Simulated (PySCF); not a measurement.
TaOF2, SMILES [O]=[Ta+]([F])[F], charge +1, multiplicity 1. Atoms are numbered in the order given.

```xyz
4

Ta    -0.1840    -0.0359     0.0000
O      0.6146    -1.5196     0.0000
F      0.4729     0.8211     1.4659
F      0.4729     0.8211    -1.4659
```
Charge +1, spin multiplicity 1.

Geometry: r2SCAN-D4/def2-TZVP. The spin state was assumed, not searched. The isomer is the one that the SMILES or the coordinates give; other isomers of the formula were not compared. The def2 effective core potentials stand for the cores of Ta; spin–orbit coupling is left out.

Computed with TDDFT-B3LYP/def2-SVPD (PySCF).

Vertical excitations. The molecule is in vacuum. State labels are in the subgroup Cs.

Computed lowest excited states:
| state | symmetry | energy (eV) | λ (nm) | f | main pairs |
|---|---|---|---|---|---|
| S1 | A" | 4.13 | 300 | 0.001 | HOMO→LUMO 99 % |
| S2 | A' | 4.45 | 279 | 0.003 | HOMO−1→LUMO 97 % |
| S3 | A' | 4.77 | 260 | 0.004 | HOMO−2→LUMO 97 % |
| S4 | A" | 5.85 | 212 | 0.000 | HOMO−1→LUMO+1 70 %, HOMO→LUMO+2 26 % |
| S5 | A' | 5.85 | 212 | 0.008 | HOMO→LUMO+1 90 % |
| S6 | A" | 6.06 | 205 | 0.001 | HOMO→LUMO+2 67 %, HOMO−1→LUMO+1 27 % |
| S7 | A" | 6.28 | 197 | 0.000 | HOMO−2→LUMO+1 80 %, HOMO−3→LUMO 15 % |
| S8 | A' | 6.38 | 194 | 0.000 | HOMO−1→LUMO+2 81 %, HOMO−2→LUMO+2 15 % |
| S9 | A" | 6.42 | 193 | 0.011 | HOMO−3→LUMO 80 %, HOMO−2→LUMO+1 15 % |
| S10 | A' | 6.94 | 179 | 0.015 | HOMO−4→LUMO 56 %, HOMO−2→LUMO+2 23 %, HOMO−5→LUMO 9 % |
| T1 | A" | 4.01 | 310 | 0 | HOMO→LUMO 98 % |
| T2 | A' | 4.07 | 305 | 0 | HOMO−1→LUMO 90 % |
| T3 | A' | 4.43 | 280 | 0 | HOMO−2→LUMO 90 % |
| T4 | A' | 5.24 | 236 | 0 | HOMO→LUMO+1 87 % |
Triplets are in the Tamm–Dancoff approximation, which puts them higher than full response would, so one can lie above its singlet here.
